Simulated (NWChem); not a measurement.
## What each level costs for hydrogen selenide (H2Se)

SMILES: [SeH2]
```xyz
3

Se     0.0000     0.0000    -0.0571
H      1.0502     0.0000     0.9703
H     -1.0502     0.0000     0.9703
```
Charge 0, spin multiplicity 1.

The numbers come from NWChem runs, not from measurements. The geometry was optimised at PBE0/def2-SVP, a minimum by its harmonic frequencies.

Basis set: def2-TZVP (60 functions). Each entry is one whole single-point run; the coupled-cluster runs use the TCE module, and the SCF and DFT modules converge to different thresholds.

The Hamiltonian is non-relativistic. The correlated methods keep 9 core orbitals frozen. B3LYP has NWChem's definition, with VWN1-RPA local correlation.

Task: Roughly how much processor time does each of these take, relative to RHF: MP2, B2PLYP, PBE, B3LYP, M06-2X, CR-CCSD(T)?

Result: B3LYP about the same, within a factor of 3; PBE about the same, within a factor of 3; M06-2X about the same, within a factor of 3; MP2 about the same, within a factor of 3; B2PLYP about 4; CR-CCSD(T) about 6 (rough ratios from shared machines).
